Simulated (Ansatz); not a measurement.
System: CF (charge 0, doublet). 
Coordinates optimised at B3LYP-D3(BJ)/def2-TZVP (Ansatz, a first-principles code):
```
C
F 1 1.2755
```
Charge 0, spin multiplicity 2.

### Question
Give the harmonic wavenumbers at B3LYP-D3(BJ)/def2-TZVP (Ansatz, finite differences of forces, unscaled).

### Answer
1299 cm⁻¹. Zero-point energy 1.9 kcal/mol.

### Question
From these and the geometry, give the ideal-gas thermochemistry at 298.15 K and 1 atm (rigid rotor, harmonic oscillator).

### Answer
Point group C∞v, rotational symmetry number 1. Rotational constants 42.22, 42.22 GHz. S(trans) 36.23, S(rot) 11.91, S(vib) 0.03, S(elec, spin only) 1.38, S 49.5 cal/(mol K). H(298) - H(0) 2.08 kcal/mol; G - E(el) -10.8 kcal/mol.
